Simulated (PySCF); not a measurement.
GeH, SMILES [GeH] (connectivity only; charge and spin as stated), charge +1, multiplicity 1. Atoms are numbered in the order given.

```xyz
2

Ge     0.0000     0.0000    -0.0481
H      0.0000     0.0000     1.5400
```
Charge +1, spin multiplicity 1.

Geometry optimised at PBE0-D3(BJ)/def2-TZVPD. The multiplicity is an assumed one; other spin states were not compared.

Method: TDA-B3LYP/def2-TZVPD run with PySCF.

Vertical excitations; the highest root listed may be one member of a degenerate set. Isolated molecule, no solvent. State labels are in the subgroup C2v.

```
state  symmetry  energy (eV)  λ (nm)      f                                   main pairs
-----  --------  -----------  ------  -----  -------------------------------------------
S1           B1         3.28     378  0.014                   HOMO→LUMO (degenerate set)
S2           B2         3.28     378  0.014                 HOMO→LUMO+1 (degenerate set)
S3           A1         9.50     131  0.557           HOMO→LUMO+3 50 %, HOMO→LUMO+2 50 %
S4           B2        10.44     119  0.006  HOMO→LUMO+5, HOMO−1→LUMO+1 (degenerate set)
S5           B1        10.44     119  0.006    HOMO→LUMO+4, HOMO−1→LUMO (degenerate set)
S6           A1        10.82     115  0.721           HOMO→LUMO+3 48 %, HOMO→LUMO+2 44 %
S7           A1        11.12     112  0.000                 HOMO→LUMO+6 (degenerate set)
S8           A2        11.12     112  0.000                 HOMO→LUMO+7 (degenerate set)
S9           B2        12.11     102  1.020  HOMO−1→LUMO+1, HOMO→LUMO+5 (degenerate set)
S10          B1        12.11     102  1.020    HOMO−1→LUMO, HOMO→LUMO+4 (degenerate set)
T1           B1         2.20     564      0                   HOMO→LUMO (degenerate set)
T2           B2         2.20     564      0                 HOMO→LUMO+1 (degenerate set)
T3           A1         7.05     176      0                             HOMO→LUMO+2 95 %
T4           B1         8.20     151      0                             HOMO−1→LUMO 96 %
```
Triplets are in the Tamm–Dancoff approximation.
